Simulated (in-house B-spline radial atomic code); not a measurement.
Solving the quasi-particle equation for 4s up of As⁴⁺

Configuration [Ar] 3d10 4s1, highest spin, start Hartree-Fock, empty levels kept to 2083.33 hartree. Computed with a B-spline radial code for spherical atoms: all electrons, scalar-relativistic (spin-free one-electron X2C), finite nucleus, each spin shell either full or empty, empty states to l = 9 with an (l + 1/2)⁻⁴ tail; G0W0 by contour deformation at full frequency.

RPA overbinds a lone outer s electron by self-correlation, and G0W0 tends to as well.

At the mean-field level ε = -61.812 eV the matrix elements are Σx = -19.194 eV, v_xc = -19.194 eV and Σc(ε) = -1.49 eV, and the slope of the correlation self-energy is dΣc/dω = -0.0180. The quasi-particle energy solves E = ε + Σx − v_xc + Σc(E).

(1) What does the linearised equation give?

(2) How does that compare with the full solution and with static screening?

Results:

(1) Z = 1/(1 − dΣc/dω) = 1/1.0180 = 0.9823. The first-order shift is Σx − v_xc + Σc(ε) = -19.194 − (-19.194) + (-1.49) = -1.490 eV, so E ≈ ε + Z × shift = -61.812 + 0.9823 × (-1.490) = -63.276 eV.

(2) Solving the equation at full frequency dependence gives E = -63.276 eV, where Σc = -1.464 eV and the weight is 0.983; the linearised value is off by 0 meV. Leaving Z out would give -63.302 eV. Static COHSEX puts -2.638 eV in place of Σc and gives -64.450 eV, 1.17 eV deeper. The tabulated removal energy is 62.77 ± 0.06 eV (NIST, measured); the run leaves out spin-orbit coupling, Breit and QED terms.
